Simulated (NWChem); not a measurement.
System: SiF$_{2}$ cation, doublet

Here is an NWChem input.

```
start job
memory heap 200 mb stack 900 mb global 1100 mb
charge 1
geometry units angstroms noautoz
  F      1.373696     0.000000    -0.346894
  Si     0.000000     0.000000     0.442827
  F     -1.373696     0.000000    -0.346894
end
basis spherical
  F library def2-svp
  Si library def2-svp
end
dft
  odft
  mult 2
  xc mn15
  iterations 150
  mulliken
end
task dft energy
```

In the optimisation the excess spin sits in a1 (C2v, its own frame). Geometry: optimised at PBE-D3(BJ)/def2-SVP, spin-unrestricted. No stability test was run on the SCF state.

Q: What results follow from this input? (MN15/def2-SVP, spin-unrestricted.) Quantities: energy (Ha); highest occupied level (eV); lowest empty minus highest occupied level, either spin (eV); <S²>.

A: 
```json
{
  "energy (Ha)": "-488.32",
  "highest occupied level (eV)": "-17.54",
  "lowest empty minus highest occupied level, either spin (eV)": "5.46",
  "<S²>": "0.752"
}
```
